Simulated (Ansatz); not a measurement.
Energy difference 2 R1 → 0.5 P1 + P2, each structure at its B3LYP-D3(BJ)/def2-TZVP stationary point, reached from a drawn start (curvature not checked).
P1, S2 (SMILES [S][S]) (charge 0, multiplicity 3):
```json
[
 {"atom": "S", "x (Å)": "0.0000", "y (Å)": "0.0000", "z (Å)": "-0.9518"},
 {"atom": "S", "x (Å)": "0.0000", "y (Å)": "0.0000", "z (Å)": "0.9518"}
]
```
R1: OS (SMILES O=S), charge 0, multiplicity 3.
P2, SO2 (SMILES O=[S+][O-]) (charge 0, multiplicity 1):
```xyz
3

S      0.000     0.000     0.488
O      0.000     1.239    -0.244
O      0.000    -1.239    -0.244
```

P less R. No zero-point or thermal terms; singlets are restricted closed shells; open shells are unrestricted; no spin–orbit coupling.

Correlated levels freeze the cores.

Codes used: Ansatz (a program for electronic structure) with Gaussian orbitals. Each number belongs to the level named beside it.

Q: One of these levels gives -273.5 kJ/mol for the reaction energy. Which one is it?
(A) r2SCAN/def2-TZVPP
(B) SCS-MP2/cc-pV(T+d)Z
(C) BHLYP/def2-TZVPP
(D) HF/cc-pV(Q+d)Z

A: B, SCS-MP2/cc-pV(T+d)Z. The others give -98.8 (HF/cc-pV(Q+d)Z), -214.6 (r2SCAN/def2-TZVPP), -188.3 (BHLYP/def2-TZVPP)
